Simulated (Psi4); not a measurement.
Psi4 input (wB97X-D/6-31G*):

```
memory 1500 MB

molecule {
0 2
N    -1.07507719    0.23822819    0.43303185
C     0.23242619    0.27986572   -0.02358309
O     0.90154781   -0.66954360   -0.33390847
H    -1.71882519    0.69123646   -0.22418744
H     0.63742601    1.31832075    0.00573087
symmetry c1
no_reorient
no_com
}

set {
  basis 6-31G*
  reference uks
  scf_type pk
  dft_radial_points 99
  dft_spherical_points 590
  e_convergence 1e-8
  d_convergence 1e-7
  maxiter 150
}

e = energy('wb97x-d')
print_out(f'\nFINAL {e:.10f} DIPOLE {variable("CURRENT DIPOLE")[0]:.6f} {variable("CURRENT DIPOLE")[1]:.6f} {variable("CURRENT DIPOLE")[2]:.6f}\n')
```

From the output:

```
       7A     -0.616439     8A     -0.540827     9A     -0.510176
      10A     -0.407552    11A     -0.356482

    Beta Virtual:

      12A     -0.063410    13A      0.066746    14A      0.175190
      15A      0.208821    16A      0.365469    17A      0.401294
      18A      0.607534    19A      0.638438    20A      0.733193
      21A      0.774311    22A      0.794783    23A      0.873883
      24A      0.882613    25A      0.922091    26A      0.967366
      27A      0.985490    28A      1.075083    29A      1.141015
      30A      1.239364    31A      1.481585    32A      1.533343
      33A      1.605663    34A      1.767150    35A      1.795721
      36A      1.909019    37A      1.936079    38A      1.955236
      39A      2.185834    40A      2.213403    41A      2.424200
      42A      2.539242    43A      2.692633    44A      2.698220
      45A      2.976894    46A      3.053644    47A      3.752190
      48A      3.907390    49A      4.245969

    Final Occupation by Irrep:
              A
    DOCC [    11 ]
    SOCC [     1 ]
    NA   [    12 ]
    NB   [    11 ]

  @UKS Final Energy:  -169.14013662289955

   => Energetics <=

    Nuclear Repulsion Energy =             63.5813859316901784
    One-Electron Energy =                -355.7002850874480373
    Two-Electron Energy =                 137.9739712087862529
    DFT Exchange-Correlation Energy =     -14.9947150591525631
    Empirical Dispersion Energy =          -0.0004936167753922
    VV10 Nonlocal Energy =                  0.0000000000000000
    Total Energy =                       -169.1401366228995471

  UHF NO Occupations:
  HONO-2 :   10  A 1.9995273
  HONO-1 :   11  A 1.9990327
  HONO-0 :   12  A 1.0000000
  LUNO+0 :   13  A 0.0009673
  LUNO+1 :   14  A 0.0004727
  LUNO+2 :   15  A 0.0002973
  LUNO+3 :   16  A 0.0002024

Computation Completed

Properties will be evaluated at   0.000000,   0.000000,   0.000000 [a0]

Properties computed using the SCF density matrix

 Multipole Moments:

 ------------------------------------------------------------------------------------
     Multipole            Electronic (a.u.)      Nuclear  (a.u.)        Total (a.u.)
 ------------------------------------------------------------------------------------

 L = 1.  Multiply by 2.5417464519 to convert [e a0] to [Debye]
 Dipole X            :         -0.6229574            0.0000002           -0.6229572
 Dipole Y            :          1.0443756            0.0000001            1.0443757
 Dipole Z            :         -0.3117796            0.0000002           -0.3117794
 Magnitude           :                                                    1.2553895

 ------------------------------------------------------------------------------------

FINAL -169.1401366229 DIPOLE -0.622957 1.044376 -0.311779

*** Psi4 exiting successfully. Buy a developer a beer!
```

The geometry given is a B3LYP-D3(BJ)/def2-TZVP minimum.
